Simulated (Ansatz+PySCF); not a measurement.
Results of a calculation; reference values are marked as such.
Input for PySCF 2.14.0:

```python
from pyscf import gto, scf

mol = gto.M(atom="""
Li 1.016330 0.000000 0.000000
Li -1.016330 0.000000 0.000000
F 0.000000 1.189130 0.000000
F 0.000000 -1.189130 0.000000
""", basis='def2-svp', charge=0, spin=0)
mf = scf.UHF(mol)
mf.init_guess = 'atom'
mf.kernel()
while True:  # follow internal instabilities
    mo, _, stable, _ = mf.stability(return_status=True)
    if stable: break
    mf.kernel(mf.make_rdm1(mo, mf.mo_occ))
print(mf.converged, mf.e_tot, mf.spin_square()[0])
```

The script is written out from the run's settings.

The run gave:

```
Converged                       : yes
Total energy                    : -213.79383 hartree
Spin squared of the determinant : 0.000
```
